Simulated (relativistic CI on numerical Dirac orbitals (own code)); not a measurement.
**Cr2+: 2p photoemission**

Computed with this model: Dirac-Coulomb-Breit CI, orbitals from a KLI potential per configuration, model QED, valence Slater integrals scaled by 0.8, multiplet model of photoemission in the sudden approximation; configurations [Ar] 3d4 → [He] 2s2 2p5 3s2 3p6 3d4; 300 K; Lorentzian 0.5 eV and Gaussian 0.6 eV FWHM. Energies are those of the free ion, without screening or charge transfer. The energies are binding energies and can lie tens of eV above those of solids. S is read from ⟨S²⟩ = S(S + 1).

Field parameters in Wybourne normalisation: Oh B⁴₀ = 21Dq, B⁴₄ = √(5/14) B⁴₀. The field is a parameter set, without covalency.

Computed curve for Oh, 10Dq = 3250 cm⁻¹, scaled to 100 at the maximum (points under 2 are left out and the grid is thinned):

Energy (eV), Intensity and a bar:
```
    602.0        2.0 
    602.3        2.4 
    602.6        2.9 
    602.9        3.7 #
    603.2        4.9 #
    603.6        7.9 ##
    603.9       13.1 ###
    604.2       26.4 ########
    604.5       55.4 #################
    604.8       87.1 ##########################
    605.1       92.5 ############################
    605.4       81.7 #########################
    605.7       78.0 ########################
    606.0       83.5 #########################
    606.3       94.5 #############################
    606.7       98.8 ##############################
    607.0       86.8 ##########################
    607.3       63.8 ###################
    607.6       39.5 ############
    607.9       24.5 #######
    608.2       16.5 ####
    608.5       12.6 ###
    608.8       12.3 ###
    609.1       14.4 ####
    609.4       18.1 #####
    609.8       22.5 ######
    610.1       20.3 ######
    610.4       16.8 #####
    610.7       14.6 ####
    611.0       12.0 ###
    611.3        9.4 ##
    611.6        8.0 ##
    611.9        7.4 ##
    612.2        7.5 ##
    612.5        7.9 ##
    612.9        7.8 ##
    613.2        7.9 ##
    613.5        8.3 ##
    613.8        9.0 ##
    614.1       12.3 ###
    614.4       22.4 ######
    614.7       41.7 ############
    615.0       59.6 ##################
    615.3       67.0 ####################
    615.6       63.8 ###################
    616.0       44.8 #############
    616.3       36.8 ###########
    616.6       31.8 #########
    616.9       25.1 #######
    617.2       18.0 #####
    617.5       13.3 ###
    617.8       11.2 ###
    618.1       10.2 ###
    618.4        9.6 ##
    618.7        9.0 ##
    619.1        7.7 ##
    619.4        6.3 #
    619.7        4.5 #
    620.0        2.9 
    620.3        2.0
```

The ground state has S = 2.00, and the centroid lies at 609.56 eV.
